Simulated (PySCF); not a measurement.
**Question.** What does the PBE0-D3(BJ)/def2-SVP structure of `C[As+](C)(C)C` (tetramethylarsonium) look like in three dimensions? (Charge +1.)

**Answer.** 
Z-matrix in Å and degrees, rows numbered from 1:
```
C 
As  1  1.9107
C   2  1.9105  1  109.31
C   2  1.9110  1  109.42  3   119.89
C   2  1.9109  1  109.55  3  -120.10
H   1  1.0990  2  109.36  3   -64.20
H   1  1.0989  2  109.48  3   175.81
H   1  1.0989  2  109.38  3    55.76
H   3  1.0989  2  109.44  1  -176.68
H   3  1.0990  2  109.35  1    63.34
H   3  1.0989  2  109.43  1   -56.63
H   4  1.0989  2  109.36  1   -57.82
H   4  1.0990  2  109.38  1    62.15
H   4  1.0990  2  109.47  1  -177.84
H   5  1.0989  2  109.33  1   -64.62
H   5  1.0990  2  109.45  1    55.37
H   5  1.0989  2  109.42  1   175.40
```

All 4 As–C bonds measure 1.911 Å. As2 (arsenic bonded to 4 C) is tetrahedral (angles from 109.3° to 109.6°).

Method: PBE0-D3(BJ)/def2-SVP geometry optimisation, gas phase (PySCF 2.14.0).

Point group: near Td, missed by 0.18 Å at most; the miss may be what the optimiser left on a soft mode (S4 holds within 0.08 Å). Not checked by PBE0-D3(BJ)/def2-SVP frequencies.
